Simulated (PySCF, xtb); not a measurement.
Si(F)(OH)2(SeH) (FH₃O₂SeSi), SMILES O[Si](O)(F)[SeH]. One conformer was computed; it need not be the lowest.

Harmonic wavenumbers (cm⁻¹) from GFN2-xTB (xtb) at its own minimum, in rising order: 71, 142, 145, 197, 228, 240, 278, 288, 421, 622, 767, 812, 818, 924, 1004, 2108, 3646, 3678.

Question: What does PySCF with B3LYP-D3(BJ)/def2-SVP give at its own minimum? (The exact figures need the calculation; the answer reports its results.)

Answer: 56, 142, 173, 238, 255, 273, 326, 341, 458, 669, 785, 802, 855, 955, 989, 2420, 3855, 3878. Paired by order, the mean absolute difference is 65 cm⁻¹ and the zero-point energies are 23.4 and 25.0 kcal/mol.
